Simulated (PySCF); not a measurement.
## Two-photon absorption: `C=C(C)C#C[SiH-]O`, [C5H7OSi]-, charge -1

Geometry:
```json
{"atom": "C1", "x (Å)": "-1.847", "y (Å)": "1.383", "z (Å)": "0.748"}
{"atom": "C2", "x (Å)": "-1.239", "y (Å)": "0.202", "z (Å)": "0.476"}
{"atom": "C3", "x (Å)": "-2.033", "y (Å)": "-1.086", "z (Å)": "0.488"}
{"atom": "C4", "x (Å)": "0.114", "y (Å)": "0.072", "z (Å)": "0.183"}
{"atom": "C5", "x (Å)": "1.328", "y (Å)": "-0.104", "z (Å)": "0.084"}
{"atom": "Si6", "x (Å)": "2.893", "y (Å)": "-0.318", "z (Å)": "-0.836"}
{"atom": "O7", "x (Å)": "3.989", "y (Å)": "0.897", "z (Å)": "-0.418"}
{"atom": "H8", "x (Å)": "-2.901", "y (Å)": "1.440", "z (Å)": "0.982"}
{"atom": "H9", "x (Å)": "-1.301", "y (Å)": "2.312", "z (Å)": "0.744"}
{"atom": "H10", "x (Å)": "-3.074", "y (Å)": "-0.900", "z (Å)": "0.758"}
{"atom": "H11", "x (Å)": "-1.607", "y (Å)": "-1.792", "z (Å)": "1.203"}
{"atom": "H12", "x (Å)": "-2.007", "y (Å)": "-1.560", "z (Å)": "-0.496"}
{"atom": "H13", "x (Å)": "3.504", "y (Å)": "-1.535", "z (Å)": "-0.174"}
{"atom": "H14", "x (Å)": "4.179", "y (Å)": "0.989", "z (Å)": "0.517"}
```

Total charge -1.

Method used: PySCF, TDDFT X3LYP/aug-cc-pVDZ excited states, vertical, gas phase. Geometry: GFN2-xTB.

For a gas-phase anion, states above the detachment energy (about 0.0 eV, taken as minus the energy of the highest occupied orbital) lie in the continuum and depend on the basis.

(1) How strongly do the lowest singlets absorb one photon, and two photons of half the energy?

Answers

(1) δ for parallel linear polarisation; σ at the peak of a Lorentzian of half width 0.1 eV, single beam; Ω is circular over linear.
| state | E (eV) | f | photon λ (nm) | δ (au) | σ (GM) | Ω | main |
| --- | --- | --- | --- | --- | --- | --- | --- |
| S1 | 1.75 | 0.013 | 1421 | 3870 | 4.32 | 1.48 | HOMO→LUMO 0.98 |
| S2 | 2.08 | 0.067 | 1191 | 5950 | 9.44 | 0.85 | HOMO→LUMO+1 0.70, HOMO→LUMO+3 0.26 |
| S3 | 2.20 | 0.002 | 1128 | 3780 | 6.68 | 1.50 | HOMO→LUMO+2 0.98 |
| S4 | 2.49 | 0.047 | 997 | 3810 | 8.62 | 1.32 | HOMO→LUMO+4 0.90 |
| S5 | 2.58 | 0.167 | 963 | 29000 | 70.57 | 0.23 | HOMO→LUMO+3 0.63, HOMO→LUMO+1 0.21 |

Among these, the strongest one-photon state is S5, the strongest two-photon state S5.
